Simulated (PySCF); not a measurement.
Species: C₉H₉ (doublet state).
Structure used (GFN2-xTB), in Å, numbered top down from 1:
```xyz
18
C9H9 angstrom
C     -2.0161    2.0916   -1.5022
C     -1.5679    1.0206   -1.2126
C     -1.0292   -0.2768   -0.8426
C     -1.8281   -0.8541    0.3457
C      0.4061   -0.1800   -0.4664
C      1.0448    0.9332    0.1476
C      2.3437    0.5932    0.3793
C      2.5486   -0.7689   -0.0947
C      1.3688   -1.2232   -0.6002
H     -2.4071    3.0279   -1.7688
H     -1.1364   -0.9608   -1.6951
H     -1.4418   -1.8350    0.6114
H     -2.8784   -0.9427    0.0782
H     -1.7379   -0.1966    1.2069
H      0.5617    1.8645    0.3730
H      3.1041    1.2003    0.8341
H      3.4814   -1.2985   -0.0395
H      1.1749   -2.1882   -1.0305
```

The hyperfine couplings belong to this conformer and change with its torsions.

As a line formula: `C#C[C@H](C)C1=C[CH]C=C1` [radical].

Method used: UKS B3LYP, pcH-1 on C H, non-relativistic, mean-field spin-orbit, GIAO (PySCF). Geometry: GFN2-xTB, one conformer, isolated molecule. The geometry wasn't refined by DFT: couplings that depend on bond lengths, twists or pyramidal angles can differ widely from those at the functional's own minimum. Stability of the SCF solution: not tested.

Principal values of hyperfine tensors in MHz (contact and dipolar terms together), for some of the nuclei:

| atom | isotope | A1 | A2 | A3 |
| --- | --- | --- | --- | --- |
| C5 | 13C | 2.56 | 3.79 | 145.08 |
| C4 | 13C | 42.80 | 42.91 | 53.91 |
| C6 | 13C | -36.21 | -22.22 | -21.76 |
| H11 | 1H | 20.32 | 20.45 | 29.51 |
| H17 | 1H | -36.52 | -24.66 | -6.65 |
| H16 | 1H | -36.17 | -24.47 | -6.56 |
| C3 | 13C | -19.79 | -17.55 | -16.69 |
| C8 | 13C | -9.64 | -8.03 | 68.95 |

Question: Split each tensor into its isotropic and traceless parts, and turn a_iso into mT with g = 2.0025.

Answer: a_iso is a third of the trace, T = A − a_iso, and a(mT) = a(MHz)/(g × 13.996).

```
atom  a_iso (MHz)  a_iso (mT)      T1      T2     T3
  C5        50.48       1.801  -47.92  -46.69  94.60
  C4        46.54       1.661   -3.74   -3.63   7.37
  C6       -26.73      -0.954   -9.48    4.51   4.97
 H11        23.43       0.836   -3.10   -2.98   6.08
 H17       -22.61      -0.807  -13.91   -2.05  15.96
 H16       -22.40      -0.799  -13.78   -2.07  15.84
  C3       -18.01      -0.643   -1.78    0.46   1.32
  C8        17.09       0.610  -26.74  -25.12  51.86
```

Question: What spin density at the nucleus of H17 lies behind its contact coupling (g_N = 5.58569)?

Answer: a_FC = (2μ0/3) gₑ μB g_N μN ρ(0)/(2S·h) = 800.24 MHz × g_N × ρ(0)/(2S), with ρ in bohr⁻³. With a_FC = -22.61 MHz and 2S = 1, ρ(0) = -0.005058 bohr⁻³. In magnitude that is 1.6 % of the 1/π = 0.318 of a free hydrogen atom.

Question: C9 (13C, g_N = 1.40482) isn't in the table. Its spin density at the nucleus is -0.02388 bohr⁻³. What is its contact coupling?

Answer: By the same relation, a_FC = -26.8 MHz. Its full tensor has the principal values -36.25, -22.32, -21.96 MHz.

Question: Which nucleus of the table has the largest anisotropic coupling, and what is its form?

Answer: C5: -47.9, -46.7, 94.6 MHz, axial, in the ratio −1:−1:+2, the form that spin in one p orbital centred on that nucleus gives.

Question: What first-order splitting does C6 cause when the field lies along A1, A2 or A3 of its tensor (g taken as isotropic, no quadrupole term)?

Answer: 2 lines (I = 1/2), spaced by |A_i|/(g × 13.996): 1.29, 0.79, 0.78 mT along the axes of A1, A2 and A3.

Hardware: one thread of an Arm Neoverse N1 (shared host). Cost: 2.7 min (grids of density and orbitals included), 1.1 GiB resident at most.

The SMILES draws the unpaired electron on C7; the largest computed Mulliken spin population is on C5 (0.60 against 0.32).
